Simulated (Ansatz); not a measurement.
Start from `F[C@H]1C[C@@H]1[AlH2]` and change one atom or group to get `F[C@H]1C[C@@H]1F`.

Ansatz, PBE0-D4/def2-TZVP geometries, multiplicity 1. 

| property | `F[C@H]1C[C@@H]1[AlH2]` |
| --- | --- |
| ideal-gas entropy at 298 K and 1 bar (rigid rotor, harmonic PBE0-D4/def2-TZVP) / J/(mol·K) | 332 |
| zero-point energy (PBE0-D4/def2-TZVP) / kJ/mol | 201.2 |
| HOMO–LUMO gap (ωB97M-V/def2-TZVPP) / eV | 10.02 |
| HOMO energy (ωB97M-V/def2-TZVPP) / eV | -9.96 |
| LUMO energy (PBE0/def2-TZVPP) / eV | -1.51 |
| size of the dipole moment (PBE/def2-TZVPP) / D | 1.00 |

Q: What does the change do to each property? (An estimate is asked.)

A: Ansatz gave: 
```json
{"property": "ideal-gas entropy at 298 K and 1 bar (rigid rotor, harmonic PBE0-D4/def2-TZVP) / J/(mol·K)", "`F[C@H]1C[C@@H]1F`": "287", "shift": "-45"}
{"property": "zero-point energy (PBE0-D4/def2-TZVP) / kJ/mol", "`F[C@H]1C[C@@H]1F`": "173.3", "shift": "-27.9"}
{"property": "HOMO–LUMO gap (ωB97M-V/def2-TZVPP) / eV", "`F[C@H]1C[C@@H]1F`": "13.54", "shift": "3.52"}
{"property": "HOMO energy (ωB97M-V/def2-TZVPP) / eV", "`F[C@H]1C[C@@H]1F`": "-10.66", "shift": "-0.70"}
{"property": "LUMO energy (PBE0/def2-TZVPP) / eV", "`F[C@H]1C[C@@H]1F`": "1.14", "shift": "2.65"}
{"property": "size of the dipole moment (PBE/def2-TZVPP) / D", "`F[C@H]1C[C@@H]1F`": "1.07", "shift": "0.07"}
```

With PBE0 the HOMO falls by 0.59 eV and the LUMO rises by 2.65 eV, so the gap widens by about 3.24 eV. PBE moves the HOMO by -0.34 eV and ωB97M-V by -0.70 eV. The zero-point energy changes by -27.9 kJ/mol with -6 modes. Dipoles are sizes alone; their direction can turn.
